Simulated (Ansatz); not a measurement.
C2H7BFGa, SMILES `B[CH2][Ga]([CH3])[F]` at its PBE0-D4/def2-TZVP geometry, where that method's forces vanish. The species carries charge 0 and has multiplicity 1.

```xyz
12

B     0.2097    2.0411    0.1627
C    -1.0193    1.1566    0.2224
Ga   -0.3023   -0.5467   -0.5271
C     0.7609   -1.9906    0.2335
F    -0.8376   -0.7910   -2.1915
H     0.4483    2.6950   -0.8132
H     1.0135    2.0270    1.0543
H    -1.8469    1.3825   -0.4517
H    -1.3518    0.8447    1.2169
H     0.2926   -2.9520    0.0164
H     1.7490   -1.9876   -0.2334
H     0.8840   -1.8792    1.3107
```

(1) What forces (eV/Å) does PBE-D4/def2-TZVPP give on these atoms in the Gaussian-basis code of Ansatz? (An estimate is asked.)

Results:

(1) Ansatz gave: 
```
B1   0.044 -0.006 -0.013
C2   0.002  0.168  0.028
Ga3  0.142  0.028  0.341
C4  -0.003 -0.007  0.018
F5  -0.160 -0.060 -0.483
H6   0.019  0.069 -0.097
H7   0.078  0.001  0.092
H8  -0.166  0.031 -0.134
H9  -0.064 -0.087  0.187
H10 -0.093 -0.176 -0.046
H11  0.182  0.009 -0.094
H12  0.019  0.030  0.200
```
